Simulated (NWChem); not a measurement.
Species: WS₂ClF; SMILES [S]=[W]([Cl])(=[S])[F]

```xyz
5

W     -0.1576     0.0434     0.0000
S      0.7330     0.9271    -1.7044
S      0.7330     0.9271     1.7044
F     -1.9713     0.4214     0.0000
Cl     0.3501    -2.1574     0.0000
```
Atoms are numbered in this order, from 1.

Program: NWChem. All runs use the structure optimised with PBE0/def2-SVP. def2 effective core potentials on W; no spin-orbit coupling.

**Question.** Among these, which level gives the highest value of “orbital gap (eV)”?
(A) B3LYP/def2-SVP
(B) LRC-wPBEh/def2-SVP
(C) revPBE/def2-SVP
(D) PW6B95/def2-SVP

**Answer.** B, LRC-wPBEh/def2-SVP. Values: revPBE/def2-SVP 2.62; B3LYP/def2-SVP 3.97; PW6B95/def2-SVP 4.50; LRC-wPBEh/def2-SVP 7.72
